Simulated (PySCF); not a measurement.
A PySCF script (with the pyscf-properties extension) for the NMR shieldings of `InChI=1S/FH9OSi4/c1-4-6-5-2-3/h4-6H2,3H3`, on a GFN2-xTB geometry:

```python
import basis_set_exchange as bse
import numpy as np
from pyscf import gto, dft
from pyscf.prop import nmr

atoms = """
F     2.768792    0.984454    1.916545
Si    3.073089    0.809760    0.332533
Si    1.224095   -0.227431   -0.580376
Si   -0.508429   -0.652938    0.897785
O    -1.901928   -0.547092    0.068751
Si   -3.176806   -0.087591   -0.808709
H     4.323535    0.055831    0.345956
H     3.389328    2.177743   -0.070548
H     1.705050   -1.467880   -1.226659
H     0.791823    0.577835   -1.742401
H    -0.545166   -2.012355    1.447697
H    -0.628048    0.309600    1.998060
H    -3.142928   -0.907616   -2.017669
H    -4.358008   -0.338608    0.013047
H    -3.018813    1.334277   -1.112890
"""
names = dict.fromkeys(["F", "Si", "O", "H"], "pcSseg-1")
basis = {el: gto.basis.parse(bse.get_basis(n, elements=[el], fmt="nwchem")) for el, n in names.items()}
mol = gto.M(atom=atoms, basis=basis, charge=0, verbose=0)
mf = dft.RKS(mol, xc="PBE0")
mf.grids.level = 2
mf.grids.alignment = dft.numint.BLKSIZE   # the property module wants whole blocks of grid points
mf.conv_tol = 1e-9
mf.kernel()

calc = nmr.RKS(mf)   # GIAO
C = mf.mo_coeff
Co = C[:, mf.mo_occ > 0]
resp = mf.gen_response(singlet=True, hermi=2)
def vind(x):   # induced exchange potential for any number of trial vectors
    d = np.einsum("pi,xij,qj->xpq", C, 2 * x.reshape(-1, C.shape[1], Co.shape[1]), Co, optimize=True)
    return np.einsum("xpq,pi,qj->xij", resp(d - d.transpose(0, 2, 1)), C, Co, optimize=True).ravel()
mo1, _ = nmr.rhf.solve_mo1(calc, with_cphf=vind)
sigma = calc.kernel(mo1)
for i, s in enumerate(sigma):   # ppm
    w = np.linalg.eigvalsh((s + s.T) / 2)
    print("%2d %-2s iso %8.1f  s11 %8.1f  s22 %8.1f  s33 %8.1f" % (i, mol.atom_pure_symbol(i), w.mean(), *w))
```

**Question.** Give the expected output.

**Answer.** 
```
 0 F  iso    428.9  s11    368.2  s22    455.3  s33    463.1
 1 Si iso    334.7  s11    243.2  s22    317.3  s33    443.4
 2 Si iso    480.1  s11    454.4  s22    481.6  s33    504.4
 3 Si iso    378.4  s11    317.3  s22    356.9  s33    461.1
 4 O  iso    346.7  s11    242.0  s22    394.1  s33    403.9
 5 Si iso    392.8  s11    355.4  s22    360.9  s33    462.0
 6 H  iso     26.1  s11     22.6  s22     25.0  s33     30.6
 7 H  iso     25.9  s11     22.6  s22     24.8  s33     30.4
 8 H  iso     28.2  s11     24.9  s22     26.0  s33     33.7
 9 H  iso     28.3  s11     24.9  s22     26.5  s33     33.4
10 H  iso     25.9  s11     22.1  s22     25.2  s33     30.3
11 H  iso     26.0  s11     21.8  s22     25.8  s33     30.2
12 H  iso     26.6  s11     23.1  s22     25.2  s33     31.6
13 H  iso     26.6  s11     23.1  s22     24.9  s33     31.9
14 H  iso     26.6  s11     23.1  s22     25.5  s33     31.3
```

These numbers come from an equivalent density-fitted implementation of the same equations, which agrees with the script to about 0.01 ppm for H and up to a few tenths of a ppm for heavy atoms, so last digits may differ.

**Question.** Turn these shieldings into chemical shifts. Scale: ¹⁹F (170.95 ppm) against CFCl3; TMS for ²⁹Si (349.16 ppm), ¹H (31.72 ppm); H2O for ¹⁷O (336.08 ppm) (reference shieldings calculated alike).

**Answer.** Averaging equivalent atoms: F 0: -257.9; Si 1: 14.5; Si 3: -29.3; Si 5: -43.6; Si 2: -130.9; O 4: -10.6; H 10/11: 5.79; H 6/7: 5.73; H 12/13/14: 5.08; H 8/9: 3.47 ppm. Unscaled 19F shifts against computed CFCl3 carry errors that often reach 10 to 50 ppm. Experimental scales use liquid or dissolved standards, which lie at an offset from isolated H2O (liquid H2O: subtract about 36 ppm).

Size and cost of the density-fitted run: 175 basis functions, 38 s wall time on 1 thread of an Arm Neoverse V1, shared host; peak memory 0.82 GiB.
